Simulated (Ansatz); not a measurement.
H9AlSi3, SMILES `[SiH3][Al]([SiH3])[SiH3]` with one electron removed (charge 1, multiplicity 2), frozen-core CCSD(T)/cc-pVTZ // B3LYP-D3(BJ)/def2-TZVP (Ansatz, a quantum-chemistry and plane-wave program). The calculation was stopped at its time limit.

Ansatz 0.2 input:
```yaml
crystal:
  periodic: [false, false, false]
  atoms:
    - { symbol: Si, position_ang: [0.180045, 2.451952, -0.009914] }
    - { symbol: Al, position_ang: [-0.015551, -0.002631, 0.014979] }
    - { symbol: Si, position_ang: [2.033566, -1.369033, -0.011255] }
    - { symbol: Si, position_ang: [-2.227151, -1.085029, 0.031386] }
    - { symbol: H, position_ang: [-0.901861, 3.114494, 0.766026] }
    - { symbol: H, position_ang: [0.064017, 2.928779, -1.416806] }
    - { symbol: H, position_ang: [1.481362, 2.942916, 0.514496] }
    - { symbol: H, position_ang: [2.847639, -1.10254, 1.20609] }
    - { symbol: H, position_ang: [2.878482, -1.015005, -1.184631] }
    - { symbol: H, position_ang: [1.778498, -2.83187, -0.068335] }
    - { symbol: H, position_ang: [-2.454574, -1.725877, 1.356585] }
    - { symbol: H, position_ang: [-3.35319, -0.145053, -0.206289] }
    - { symbol: H, position_ang: [-2.311284, -2.161102, -0.992331] }
basis:
  gaussian: { orbitals: cc-pVTZ }
correlation:
  method: ccsd_t
total_charge: 1
magnetization:
  spin_polarized: true
  initial_magnetization: 1
```

The last lines of the output:

```
determinant -30304.59838743 eV, -1113.6734495433 hartree, with singles and doubles -30319.07444065 eV, -1114.2054346873 hartree
determinant -30304.59224841 eV, -1113.6732239386 hartree, with singles and doubles -30319.06500178 eV, -1114.2050878149 hartree
determinant -30302.16318669 eV, -1113.5839575671 hartree, with singles and doubles -30316.15582877 eV, -1114.0981776787 hartree
determinant -30301.83616804 eV, -1113.5719398531 hartree, with singles and doubles -30315.96286357 eV, -1114.0910863386 hartree
determinant -30301.59883967 eV, -1113.5632181966 hartree, with singles and doubles -30315.96762688 eV, -1114.0912613868 hartree
determinant -30301.59633363 eV, -1113.5631261012 hartree, with singles and doubles -30315.96394456 eV, -1114.0911260641 hartree
determinant -30301.55038361 eV, -1113.5614374689 hartree, with singles and doubles -30316.04748619 eV, -1114.0941961625 hartree
determinant -30301.54373749 eV, -1113.5611932287 hartree, with singles and doubles -30316.03219215 eV, -1114.0936341170 hartree
determinant -30301.43172574 eV, -1113.5570768730 hartree, with singles and doubles -30316.54557163 eV, -1114.1125004649 hartree
determinant -30304.59838743 eV, -1113.6734495433 hartree, with singles and doubles -30318.70152708 eV, -1114.1917303663 hartree
determinant -30304.59224841 eV, -1113.6732239386 hartree, with singles and doubles -30318.69263601 eV, -1114.1914036253 hartree
determinant -30302.16318669 eV, -1113.5839575671 hartree, with singles and doubles -30315.81204438 eV, -1114.0855438356 hartree
determinant -30301.83616804 eV, -1113.5719398531 hartree, with singles and doubles -30315.61874386 eV, -1114.0784401725 hartree
determinant -30301.59883967 eV, -1113.5632181966 hartree, with singles and doubles -30315.60465470 eV, -1114.0779224053 hartree
determinant -30301.59633363 eV, -1113.5631261012 hartree, with singles and doubles -30315.60262974 eV, -1114.0778479896 hartree
determinant -30301.55038361 eV, -1113.5614374689 hartree, with singles and doubles -30315.68918967 eV, -1114.0810290083 hartree
determinant -30301.54373749 eV, -1113.5611932287 hartree, with singles and doubles -30315.67358460 eV, -1114.0804555324 hartree
determinant -30301.43172574 eV, -1113.5570768730 hartree, with singles and doubles -30316.25025404 eV, -1114.1016477436 hartree
determinant -30304.59838743 eV, -1113.6734495433 hartree, with singles and doubles -30318.70255322 eV, -1114.1917680760 hartree
```
